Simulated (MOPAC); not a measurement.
MOPAC input (MNDO):

```
MNDO 1SCF UHF MS=0.5 GEO-OK AUX(PRECISION=9) THREADS=1
C3H9Ge

C     1.76437900 1   -0.20800900 1   -0.67265100 1
Ge    0.08948100 1    0.04667900 1    0.26048700 1
C    -0.89707400 1    1.58006600 1   -0.49577600 1
C    -1.00921800 1   -1.57718300 1    0.09795300 1
H     2.67583100 1    0.30505300 1   -0.38933500 1
H     1.84691400 1   -0.85498300 1   -1.53885400 1
H     0.39214600 1    0.34106400 1    1.74890100 1
H    -1.12319200 1    1.39606500 1   -1.54624900 1
H    -1.83289700 1    1.72465200 1    0.04518500 1
H    -0.30414400 1    2.49108200 1   -0.42112300 1
H    -0.50027700 1   -2.43271400 1    0.54093400 1
H    -1.96623700 1   -1.44080900 1    0.60197800 1
H    -1.20007200 1   -1.79238600 1   -0.95418400 1
```

From the output:

```
                                                       MOPAC v23.2.5 Linux

          FINAL HEAT OF FORMATION =         10.93057 KCAL/MOL =      45.73351 KJ/MOL

          COSMO AREA              =        131.23 SQUARE ANGSTROMS
          COSMO VOLUME            =        122.57 CUBIC ANGSTROMS

          IONIZATION POTENTIAL    =          9.858250 EV
          ALPHA SOMO LUMO (EV)    =         -9.858  1.941
          BETA  SOMO LUMO (EV)    =        -11.237  0.987
          NO. OF ALPHA ELECTRONS  =         13
          NO. OF BETA  ELECTRONS  =         12
          MOLECULAR WEIGHT        =        117.6941         POINT GROUP:  C1

          MOLECULAR DIMENSIONS (Angstroms)

            Atom       Atom       Distance
            H    12    H     5     5.05762
            H    11    H    10     4.57495
            H    13    H     7     3.24432

          SCF CALCULATIONS        =          1

   ATOM   CHEMICAL          X               Y               Z
  NUMBER   SYMBOL      (ANGSTROMS)     (ANGSTROMS)     (ANGSTROMS)

     1       C          1.76437900  *  -0.20800900  *  -0.67265100  *
     2      Ge          0.08948100  *   0.04667900  *   0.26048700  *
     3       C         -0.89707400  *   1.58006600  *  -0.49577600  *
     4       C         -1.00921800  *  -1.57718300  *   0.09795300  *
     5       H          2.67583100  *   0.30505300  *  -0.38933500  *
     6       H          1.84691400  *  -0.85498300  *  -1.53885400  *
     7       H          0.39214600  *   0.34106400  *   1.74890100  *
     8       H         -1.12319200  *   1.39606500  *  -1.54624900  *
     9       H         -1.83289700  *   1.72465200  *   0.04518500  *
    10       H         -0.30414400  *   2.49108200  *  -0.42112300  *
    11       H         -0.50027700  *  -2.43271400  *   0.54093400  *
    12       H         -1.96623700  *  -1.44080900  *   0.60197800  *
    13       H         -1.20007200  *  -1.79238600  *  -0.95418400  *

                             CARTESIAN COORDINATES

   1    C        1.764379000    -0.208009000    -0.672651000
   2   Ge        0.089481000     0.046679000     0.260487000
   3    C       -0.897074000     1.580066000    -0.495776000
   4    C       -1.009218000    -1.577183000     0.097953000
   5    H        2.675831000     0.305053000    -0.389335000
   6    H        1.846914000    -0.854983000    -1.538854000
   7    H        0.392146000     0.341064000     1.748901000
   8    H       -1.123192000     1.396065000    -1.546249000
   9    H       -1.832897000     1.724652000     0.045185000
  10    H       -0.304144000     2.491082000    -0.421123000
  11    H       -0.500277000    -2.432714000     0.540934000
  12    H       -1.966237000    -1.440809000     0.601978000
  13    H       -1.200072000    -1.792386000    -0.954184000

           Empirical Formula: C3 H9 Ge  =    13 atoms

      MOLECULAR POINT GROUP   :   C1

          ALPHA EIGENVALUES
 -32.28785 -29.32927 -28.33402 -14.53901 -14.15872 -14.13352 -13.91135 -13.88378
 -13.69234 -12.01546 -11.42583 -11.30229  -9.85825   1.94074   2.14110   2.16012
   2.36086   4.34348   4.37586   4.39207   4.40952   4.54862   5.16179   6.07918
   6.09682

           BETA EIGENVALUES
 -32.06989 -29.30993 -26.71141 -14.40527 -14.13857 -14.00479 -13.89890 -13.85798
 -13.60573 -11.52225 -11.29735 -11.23663   0.98736   1.95830   2.20237   2.37802
   2.73931   4.34980   4.38734   4.40147   4.42307   4.95582   5.91549   6.08557
   6.10829

              NET ATOMIC CHARGES AND DIPOLE CONTRIBUTIONS

  ATOM NO.   TYPE          CHARGE      No. of ELECS.   s-Pop       p-Pop
    1          C          -0.435548        4.4355     1.35710     3.07845
    2         Ge           1.409951        2.5900     0.81881     1.77124
    3          C          -0.339233        4.3392     1.26520     3.07403
    4          C          -0.342545        4.3425     1.26523     3.07731
    5          H           0.032207        0.9678     0.96779
    6          H           0.028843        0.9712     0.97116
    7          H          -0.362909        1.3629     1.36291
    8          H          -0.000310        1.0003     1.00031
    9          H           0.001759        0.9982     0.99824
   10          H           0.002889        0.9971     0.99711
   11          H           0.003335        0.9967     0.99667
   12          H           0.001836        0.9982     0.99816
   13          H          -0.000274        1.0003     1.00027
 DIPOLE           X         Y         Z       TOTAL
 POINT-CHG.    -0.019     0.104     0.508     0.519
 HYBRID         0.027    -0.136    -0.661     0.675
 SUM            0.009    -0.032    -0.153     0.156

          ATOMIC ORBITAL ELECTRON POPULATIONS

     Atom    s        px        py        pz
    1  C   1.35710   1.09534   0.97615   1.00695
    2 Ge   0.81881   0.59193   0.61101   0.56830
    3  C   1.26520   1.00428   1.09550   0.97426
    4  C   1.26523   1.02089   1.11734   0.93909
    5  H   0.96779
    6  H   0.97116
    7  H   1.36291
    8  H   1.00031
    9  H   0.99824
   10  H   0.99711
   11  H   0.99667
   12  H   0.99816
   13  H   1.00027

                    (SZ)    =    0.500000
                    (S**2)  =    0.764198

          ATOMIC ORBITAL SPIN POPULATIONS

    Atom   Total    s     px     py     pz
         Atomic
    1  C  1.1787  0.059  0.119  0.600  0.401
    2 Ge -0.0997 -0.022 -0.046 -0.010 -0.021
    3  C  0.0222  0.003  0.006  0.010  0.004
    4  C  0.0083  0.001  0.003  0.004  0.001
    5  H -0.0548 -0.055
    6  H -0.0548 -0.055
    7  H  0.0065  0.006
    8  H -0.0014 -0.001
    9  H -0.0014 -0.001
   10  H -0.0014 -0.001
   11  H -0.0007 -0.001
   12  H -0.0008 -0.001
   13  H -0.0006 -0.001

 **********************
 *                    *
 * JOB ENDED NORMALLY *
 *                    *
 **********************

 == MOPAC DONE ==
```

The geometry given is a B3LYP-D3(BJ)/def2-TZVP minimum.
